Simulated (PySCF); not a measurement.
# Ionisation energy of Ne+ by level of theory

Ne+ [He] 2s2 2p5 (2P) → Ne(2+) [He] 2s2 2p4 (3P), as a difference of total energies. Calculation: PySCF 2.14, in cc-pVDZ-DK (3s2p1d, 14 functions); scalar relativity by spin-free X2C-1e. Correlated levels: valence: 1s2 frozen. The calculations carry no spin-orbit coupling.

```
           method  ionisation energy (eV)
              UHF                  39.395
             MN15                  41.352
             TPSS                  41.023
    MP2 (valence)                  40.487
CCSD(T) (valence)                  40.439
```

**Question.** Estimate what SCS-MP2 (valence) gives.

**Answer.** 40.438 eV, closest to CCSD(T) (valence) among the rows shown.

**Question.** Estimate what CCSD (valence) gives.

**Answer.** 40.429 eV, closest to CCSD(T) (valence) among the rows shown.

Errors of the correlated levels include the incompleteness of this basis and the frozen core.

For comparison: 40.963 eV (measured; NIST Atomic Spectra Database, ionization energies).
